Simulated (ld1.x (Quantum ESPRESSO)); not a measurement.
Which change was made? (Al, RRKJ)

aluminium, norm-conserving RRKJ (Kleinman–Bylander form), made with ld1.x (Quantum ESPRESSO) 7.5 (PBEsol, scalar-relativistic). Core [Ne], reference 3s2 3p1. Waves: 3s (bound): rc 2.35 bohr; 3p (bound): rc 2.30 bohr; 3d channel at -0.2 Ry: rc 2.40 bohr. Local part: all-electron potential smoothed inside 2.20 bohr (lloc = -1). Core correction: a·sin(br)/r model core inside 2.15 bohr.

Cutoffs, loose and tight: the cutoffs (Ry, on a coarse ladder) from which the occupation-weighted sum of valence levels, in a spherical-Bessel basis at the reference potential, stays within 10 and 1 mRy of its value at 400 Ry. They do not see the model core or the augmentation charge, which bear on the density cutoff. Test errors are all-electron minus pseudo excitation energies from the reference, over the configurations 3s2 3p0; 3s1 3p0; 3s2 3p0.5; 3s1 3p2; 3s0 3p3; 3s1 3p1; 3s2 3p1.3; variants that change the core or the reference have their own tests.

The base gives: outcome: generated; cutoff, loose: 12 Ry; cutoff, tight: 18 Ry; bound ghosts: none; largest test error (meV): +14.

After one change the result is: outcome: generated; cutoff, loose: 10 Ry; cutoff, tight: 15 Ry; bound ghosts: none; largest test error (meV): +8.5. Which change was it?
A. wave 3s (bound): rc 2.35 bohr becomes 3s (bound): rc 1.78 bohr
B. wave 3s (bound): rc 2.35 bohr becomes 3s (bound): rc 2.84 bohr
C. wave 3s (bound): rc 2.35 bohr becomes 3s (bound): rc 1.48 bohr
D. wave 3s (bound): rc 2.35 bohr becomes 3s (bound): rc 2.14 bohr

B. The others give: wave 3s (bound): rc 2.35 bohr becomes 3s (bound): rc 1.48 bohr → outcome: failed: compute_chi: n is too large | wave 3s (bound): rc 2.35 bohr becomes 3s (bound): rc 2.14 bohr → outcome: failed: compute_phi: phi has nodes before r_c | wave 3s (bound): rc 2.35 bohr becomes 3s (bound): rc 1.78 bohr → outcome: generated; cutoff, loose: 12 Ry; cutoff, tight: 18 Ry; bound ghosts: none; largest test error (meV): +8.4.
